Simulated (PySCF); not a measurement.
Mapped SMILES: `[CH3:1][CH:2]([CH3:3])[N:4]([CH3:5])[CH:6]=[O:7]`; H(Xn) means a hydrogen on atom n.

All values are calculated (PySCF 2.14): GFN2-xTB geometry, shieldings: GIAO PBE0/pcSseg-1. Equivalent nuclei averaged, single conformer, relativity neglected, isolated molecule.

Scale: TMS for 13C and 1H; 15N against NH3; 17O against H2O (reference shieldings calculated alike).

```csv
atoms,nucleus,count,Hirshfeld charge,δ (ppm)
H(C5),1H,3,0.05,2.79
H(C2),1H,1,0.04,5.05
O7,17O,1,-0.29,?
C2,13C,1,0.03,?
N4,15N,1,-0.04,?
H(C6),1H,1,0.04,8.01
H(C1)/H(C3),1H,6,0.04,1.16
C6,13C,1,0.12,162.8
C1/C3,13C,2,-0.12,21.3
C5,13C,1,-0.06,29.4
```

**Question.** Fill in the missing shifts.

**Answer.** 
- C2: 42.4 ppm, sp3 CH bonded to N; the inductive effect lowers its shielding
- N4: 143.8 ppm, amide-type nitrogen
- O7: 410.1 ppm, amide-type carbonyl oxygen

Shifts are as computed. Against solution values, carbons near 30 ppm lie about +3 ppm off and those near 130 ppm about +5 ppm (rms about the fit 2.1 ppm; single classes can miss by 10 ppm). Of 1328 compounds with measured shifts, 309 miss one by over three times the rms of a fit or turn the order of signals round; such compounds aren't used in these exercises. Signals without a measured value on file couldn't be tested in this way; 1H shifts scatter by 0.2 ppm about their fit, and single ones miss by 0.5 ppm. Unscaled 17O shifts of doubly bonded oxygen tend to come out too high, by tens of ppm or more. Experimental scales use liquid or dissolved standards, which lie at an offset from isolated NH3 (liquid NH3: subtract about 20 ppm) and H2O (liquid H2O: subtract about 36 ppm).
